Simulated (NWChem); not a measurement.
C2H8NSb; SMILES [SbH2][N](C)C

Program: NWChem. No frequency run checked for a minimum. def2 effective core potentials on Sb; no spin-orbit coupling. Each level has its own optimisation. One conformer.

| level | r N–Sb (Å) | r C–N (Å) | dipole (D) |
|---|---|---|---|
| Hartree-Fock/3-21G (all-electron, non-relativistic) | 1.995 | 1.464 | 0.60 |
| B3LYP/3-21G (all-electron, non-relativistic) | 2.035 | 1.472 | 0.73 |
| PBE0/def2-SVP (core potentials) | 2.057 | 1.441 | 0.38 |
